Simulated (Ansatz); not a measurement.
Single points on the cluster Ag3Au.

```yaml
crystal:
  periodic: [false, false, false]
  atoms:
    - {symbol: Au, position_ang: [0.858468, 0.992156, -0.732386]}
    - {symbol: Ag, position_ang: [1.804945, -0.624728, 1.269105]}
    - {symbol: Ag, position_ang: [-0.858683, -0.992192, 0.732673]}
    - {symbol: Ag, position_ang: [-1.804729, 0.624765, -1.269383]}
basis:
  gaussian: {orbitals: def2-TZVP, initial_orbitals: start.molden}
magnetization: {spin_polarized: true, initial_magnetization: 2}
hamiltonian: {xc: {name: revPBE}, dispersion: d4}
scf: {omitted_lower_state_checks: [starts]}
output: {orbitals: {seedname: orbitals}}
```

The file start.molden holds the orbitals of an earlier run on this structure, at another level or in another basis.

```sh
$ ansatz run in.yaml --threads 4 --pin off --events-out ev --progress --plain --max-ram 3916MiB
```

It prints (some lines left out):

```
Functional definition: revPBE
1417 factors; their error is unknown
mean field evaluation 1: about -15701.8138 eV, gradient 6.0e0 eV
mean field evaluation 2: about -15701.9812 eV, gradient 1.9e-1 eV
mean field evaluation 4: about -15701.9788 eV, gradient 2.1e-3 eV
mean field -15701.97878152 eV, -577.0370770373 hartree, gradient 1.6e-5 eV, S^2 2.004374; 0 other end points of the search recorded, 0 dependent functions left out
reference -15701.97884174 eV, -577.0370792504 hartree; 39, 37 occupied and 121, 123 virtual orbitals, 1417 factors
Total energy: -15702.40767565 eV, -577.0528386060 hartree
Checks for a lower state left out: starts
```

Run time 4 s (4 threads of Arm Neoverse V1 on a shared host).

The first input with `hamiltonian: {xc: pbe, dispersion: d4}` (abridged; 3.7 s):

```
Functional definition: PBE
mean field -15697.16789051 eV, -576.8602800536 hartree, gradient 1.6e-5 eV, S^2 2.003484
Total energy: -15697.39933057 eV, -576.8687853190 hartree
Checks for a lower state left out: starts
```

First input, but with `hamiltonian: {xc: r2scan, dispersion: d4}` (abridged; 9 s):

```
Functional definition: r2SCAN
mean field -15700.53733630 eV, -576.9841049024 hartree, gradient 1.5e-5 eV, S^2 2.011303
Total energy: -15700.57938789 eV, -576.9856502700 hartree
Checks for a lower state left out: starts
```

First input, but with `hamiltonian: {xc: {name: B3LYP}, dispersion: d4}` (abridged; 6 s):

```
Functional definition: B3LYP
mean field -15700.45384486 eV, -576.9810366488 hartree, gradient 2.6e-5 eV, S^2 2.005581
Total energy: -15700.84429997 eV, -576.9953856093 hartree
Checks for a lower state left out: starts
```

First input, but with `correlation: {method: mp2}` and without the key `hamiltonian` (abridged; 4.8 s):

```
Functional definition: HF
mean field -15597.20518110 eV, -573.1867182402 hartree, gradient 9.2e-6 eV, S^2 2.061536
second order -51.15798351 eV of doubles, -0.00000000 eV of singles
Total energy: -15648.36316461 eV, -575.0667394579 hartree
Checks for a lower state left out: starts
```

As the first input, with `hamiltonian: {xc: {name: B2PLYP}}` and without the key `output` (abridged; 9 s):

```
Functional definition: B2PLYP
mean field -15661.24269136 eV, -575.5400533360 hartree, gradient 5.3e-6 eV, S^2 2.019096
second order -60.00167322 eV of doubles, -0.00000000 eV of singles
Total energy: -15677.44328342 eV, -576.1354141130 hartree
Checks for a lower state left out: starts
```

The first input with `hamiltonian: {xc: pbe}`, `correlation: {method: rpa}` and without the key `output` (abridged; 10 s):

```
Functional definition: PBE
mean field -15697.16788753 eV, -576.8602799443 hartree, gradient 1.5e-6 eV, S^2 2.003484
Total energy: -15660.43352165 eV, -575.5103168976 hartree
Checks for a lower state left out: starts
```

Geometry: B3LYP-D4/def2-SVP.

In the def2 sets Ag, Au take a core potential; there is no spin–orbit coupling. B3LYP takes the VWN-RPA correlation. Correlated methods freeze no core orbitals; core or outer-core shells of Au, Ag are correlated, in sets that lack core-valence functions. At PBE0-D4/def2-TZVP a singlet of charge 0 lies 0.87 eV below the triplet, each at its own geometry. The structure comes from a short search, and lower isomers may exist.
